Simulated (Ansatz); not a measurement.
Geometry optimisation, RKS B3LYP-D4/def2-SVP (Ansatz 0.2.0).

Input:

```yaml
crystal:
  periodic: [false, false, false]
  atoms:
    - { symbol: Ge, position_ang: [0.378699, 0.422306, -0.440932] }
    - { symbol: O, position_ang: [-0.003902, -0.026386, 2.484915] }
    - { symbol: H, position_ang: [-0.941642, -0.210989, 2.650616] }
    - { symbol: Cl, position_ang: [2.007598, -0.230112, -1.771654] }
    - { symbol: H, position_ang: [-0.664768, 1.057052, -1.388631] }
    - { symbol: H, position_ang: [-0.213621, -0.847248, 0.175437] }
    - { symbol: P, position_ang: [1.164199, 2.073594, 0.931531] }
    - { symbol: H, position_ang: [2.311553, 1.330484, 1.336813] }
    - { symbol: H, position_ang: [1.847455, 2.774829, -0.109523] }
    - { symbol: H, position_ang: [0.159229, 0.800471, 2.994229] }
basis:
  gaussian: { orbitals: def2-SVP }
hamiltonian:
  xc: b3lyp
  dispersion: d4
relax:
  f_tol: 0.03
  max_steps: 50
```

Command:

```bash
$ ansatz run input.yaml --threads 4 --pin off --max-ram 5120MiB --backend cpu --events-out ev --progress --plain --runs-dir out
```

Question: Where does it end, and by what steps?

Answer: It converged. After 6 steps the energy has fallen by 0.129 eV; H10 moved furthest, 0.36 Å.

```csv
step,energy less start (eV),largest force component (eV/Å),accepted
0,0.0000,0.835,yes
1,-0.0910,0.837,yes
2,-0.1135,0.671,yes
3,-0.0317,0.827,no
4,-0.1274,0.166,yes
5,-0.1282,0.052,yes
6,-0.1293,0.025,yes
```

```xyz
10
Properties=species:S:1:pos:R:3
Ge 0.408 0.437 -0.622
O 0.001 -0.016 2.795
H -0.949 -0.174 2.700
Cl 2.025 -0.200 -1.961
H -0.681 1.045 -1.531
H -0.107 -0.830 0.078
P 1.148 2.061 0.873
H 2.252 1.276 1.315
H 1.907 2.759 -0.118
H 0.040 0.786 3.334
```

Whether the end is a true minimum wasn't checked by a vibrational analysis.

Run time: 6.1 s on 4 threads of AMD EPYC 9R45 96-Core Processor (Zen 5) (shared host), peak memory 0.3 GiB.
